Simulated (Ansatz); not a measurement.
The same atomization along the group B, Al, In.

Computed with Ansatz on PBE0-D4/def2-TZVP structures; ΔE is electronic, products minus reactants. CCSD(T)/CBS is the MP2 limit (def2-TZVPP, def2-QZVPP) plus CCSD(T) − MP2 in def2-TZVPP, frozen cores. This one scheme is used for every species, atoms too. No spin–orbit coupling; open shells (•) take unrestricted orbitals. Spin–orbit coupling would lower the free atoms: a little for Al, B, C, Cl; strongly for In. def2 core potentials past Kr. Bonds to In are less sure, by a few kJ/mol each and by 10 to 20 or more in all where they break to atoms, as the def2 sets lack core-valence functions. One conformer a species, not always the lowest.

| reaction | CCSD/CBS(def2) (eV) |
| --- | --- |
| `CNB(C)Cl` → B• + 2 C• + Cl• + 7 H• + N• | 47.38 |
| `C[NH][Al]([CH3])[Cl]` → Al• + 2 C• + Cl• + 7 H• + N• | 44.79 |
| `C[NH][In]([CH3])[Cl]` → In• + 2 C• + Cl• + 7 H• + N• | 41.73 |

Give the CCSD(T)/CBS values in the same order. (Estimate.)

Computed: 48.02, 45.38, 42.36 eV.

Largest T1 diagnostic: 0.018, for Al•.

For atomizations the MP2-based limit and the directly extrapolated one differ by several kJ/mol either way, and by 10 to 25 for some Ge, Se and Sn compounds, so smaller differences from it don't rank the levels.
